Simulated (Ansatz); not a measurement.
Computed with Ansatz.

A structure relaxed at PBE0-D4/def2-TZVP, charge 0, multiplicity 1:

```xyz
15

C    -0.226    0.717   -1.674
C     0.098   -0.662   -1.105
Si   -0.583   -0.944    0.620
C    -0.019    0.400    1.812
S     1.787    0.527    1.925
H     0.209    1.516   -1.067
H    -1.305    0.890   -1.711
H     0.160    0.834   -2.689
H     1.180   -0.831   -1.088
H    -0.312   -1.447   -1.750
H    -2.076   -0.917    0.565
H    -0.148   -2.265    1.148
H    -0.457    1.373    1.581
H    -0.347    0.136    2.820
H     2.038    0.673    0.615
```

**Question.** Give its formula and SMILES.

**Answer.** C3H10SSi, `CC[SiH2]CS`.

**Question.** Point group (tolerance 0.08 Å, 0.16 Å for H)?

**Answer.** C1.

**Question.** Summarise the bond lengths by kind.

**Answer.** 1 × C–C 1.526 Å; 7 × C–H 1.092 to 1.096 Å; 2 × C–Si 1.876 to 1.883 Å; 2 × H–Si 1.487 to 1.494 Å; 1 × C–S 1.814 Å; 1 × H–S 1.342 Å.
